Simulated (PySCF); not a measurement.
Magnetic shielding above rings: a mixed set.

NICS is the negative of the GIAO shielding at a point without a nucleus: at the ring centre (0) and 1 Å above and below it (1); zz is the component along the ring normal. Level: GIAO PBE0/pcSseg-1 (PySCF, non-relativistic, gas phase) on the GFN2-xTB geometries, one conformer each. Atom numbers follow the mapped SMILES.

Problem. Order these rings by mean NICS(1)zz, lowest (most negative) first (ppm).
A. ring N5–C6–N7–N8–C9 in `[CH3:1][CH:2]([CH3:3])[CH2:4][n:5]1[cH:6][n:7][n:8][cH:9]1`
B. ring C4–Si5–Si6–Si7–C8 in `[CH3:1][S@@:2](=[O:3])[C@@H:4]1[SiH2:5][SiH2:6][SiH2:7][C:8]1=[O:9]`
C. ring C2–C3–C6–C7 in `[CH2:1]=[C:2]1[C:3]([CH2:4][F:5])=[CH:6]/[C:7]1=[CH:8]/[F:9]`
D. ring C6–C7–C8 in `[OH:1][CH2:2][P:3]([CH2:4][PH2:5])[CH:6]1[CH2:7][CH2:8]1`
E. ring C3–C4–N5–N6–N9 in `[CH3:1][CH2:2][c:3]1[cH:4][n:5][n:6]([CH2:7][CH3:8])[n:9]1`
F. ring N5–C6–C7–N8–N9 in `[CH3:1][CH2:2][CH2:3][CH2:4][n:5]1[cH:6][cH:7][n:8][n:9]1`
G. ring C4–N5–N6–C7–N8 in `[CH3:1][CH:2]([CH3:3])[c:4]1[n:5][n:6][cH:7][n:8]1[CH3:9]`

Solution. F (-34.2), E (-32.4), A (-31.3), G (-29.3), D (-23.1), B (-3.0), C (3.9).

| SMILES | ring | NICS(0) | NICS(1) | NICS(1)zz | HOMA | rms pucker (Å) | ring atoms with four or more neighbours |
| --- | --- | --- | --- | --- | --- | --- | --- |
| CCCCn1ccnn1 | 5-membered ring with 3 N; formal bonds all aromatic | -13.2 | -13.2 | -34.2 | 0.95 | 0.00 | 0 |
| CCc1cnn(CC)n1 | 5-membered ring with 3 N; formal bonds all aromatic | -13.1 | -13.2 | -32.4 | 0.99 | 0.00 | 0 |
| CC(C)Cn1cnnc1 | 5-membered ring with 3 N; formal bonds all aromatic | -11.8 | -11.5 | -31.3 | 0.90 | 0.00 | 0 |
| CC(C)c1nncn1C | 5-membered ring with 3 N; formal bonds all aromatic | -11.2 | -11.3 | -29.3 | 0.89 | 0.00 | 0 |
| OCP(CP)C1CC1 | 3-membered carbocycle; formal bonds all single | -44.0 | -8.8 | -23.1 | – | 0.00 | 3 |
| C[S@@](=O)[C@@H]1[SiH2][SiH2][SiH2]C1=O | 5-membered ring with 3 Si; formal bonds all single | 0.1 | -1.9 | -3.0 | – | 0.23 | 4 |
| C=C1C(CF)=C/C1=C/F | 4-membered carbocycle; formal bonds 1 double, 3 single | 2.8 | -2.2 | 3.9 | -0.76 | 0.00 | 0 |

NICS(0) gives another order. The isotropic NICS(1) gives another order. Over the 5 rings with a HOMA value its correlation coefficient with NICS(1)zz is -1.00. HOMA uses Krygowski's 1993 parameters; it is left out where a ring has a four-coordinate atom, a triple bond, no multiple bond or a kind of bond without parameters. NICS(1) and NICS(1)zz are means over the two faces.
